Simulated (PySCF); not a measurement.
Dipole moment and polarisability of `C[C@H]1[SiH2]C=C1C#CC#N`

C7H7NSi.
Atom-mapped SMILES: `[CH3:1][C@H:2]1[SiH2:3][CH:4]=[C:5]1[C:6]#[C:7][C:8]#[N:9]` (hydrogens: H10, H11, H12 on C1; H13 on C2; H14, H15 on Si3; H16 on C4)

Geometry (GFN2-xTB, Å), atoms numbered from 1 in this order:
```
atom  x, y, z in Å
C1    -1.289   -1.349    0.093
C2    -0.893   -0.040   -0.574
Si3   -1.817    1.585   -0.053
C4    -0.016    1.788    0.475
C5     0.366    0.579    0.009
C6     1.612   -0.037    0.028
C7     2.679   -0.620    0.016
C8     3.881   -1.247    0.019
N9     4.901   -1.782    0.021
H10   -2.237   -1.704   -0.304
H11   -1.396   -1.213    1.168
H12   -0.535   -2.117   -0.079
H13   -0.786   -0.206   -1.649
H14   -2.804    1.422    1.010
H15   -2.291    2.432   -1.144
H16    0.619    2.518    0.952
```

Level: CAM-B3LYP/def2-SVPD (PySCF), static field, nuclei fixed, core orbitals frozen in the response. The polarisability tensor in these axes (au):

```
x   172.73 -47.59  -0.50
y   -47.59 118.12   4.13
z    -0.50   4.13  76.06
```

Question: What are the eigenvalues, a third of the trace, and Δα (Δα² = ½Σ(αi − αj)² over the three pairs)?

Answer: Principal values 75.28, 91.28 and 200.34 au; mean 122.30 au = 18.12 Å³ = 20.16 × 10⁻⁴⁰ C²·m²/J; Δα = 117.88 au (96 % of the mean).

Question: What is the dipole moment, and where does it point?

Answer: (-4.83, 2.23, -0.10) D, 5.33 D in size, pointing from the negative to the positive side. Measured along this direction, the outermost atoms are N9 at the negative end and H14 and H15 at the positive end.

Question: Traceless (Buckingham) quadrupole moment about the centre of nuclear charge: eigenvalues?

Answer: -21.91, 8.35, 13.56 D·Å. The values depend on the origin, since the dipole doesn't vanish. The electronic extent ⟨r²⟩ about the same centre is 1989 bohr², a root-mean-square distance of 2.82 Å for the 70 electrons.

Question: Rayleigh depolarisation ratio (linearly polarised light, static tensor)?

Answer: ρ = 3Δα²/(45ᾱ² + 4Δα²) = 41685.3/(673105 + 55580.4) = 0.0572.

Question: Sum over states: ᾱ = Σ f/ω², ω in Eh. What share falls to these 8 lowest TDDFT singlets (eV, f)? 4.43, 0.0000; 4.61, 0.1918; 4.78, 0.0002; 5.39, 0.0010; 5.99, 0.0189; 6.15, 0.5060; 6.67, 0.0301; 6.81, 0.2423.

Answer: They add up to 21.37 au, 17.5 % of the 122.30 au; the largest single term is 9.89 au, from the state at 6.15 eV. Terms in order: 0.00, 6.68, 0.01, 0.03, 0.39, 9.89, 0.50, 3.86 au. Higher excitations give the rest. The strengths listed sum to 0.990.

Question: Refractivity n − 1 of an ideal gas of it at 500 K and 1 atm, from the electronic α?

Answer: N = p/kT = 1.4678 × 10¹⁹ cm⁻³, so n − 1 = 2π × N × 18.12 × 10⁻²⁴ cm³ = 1671 × 10⁻⁶ at long wavelengths.

Isolated species at its GFN2-xTB geometry, gas phase.
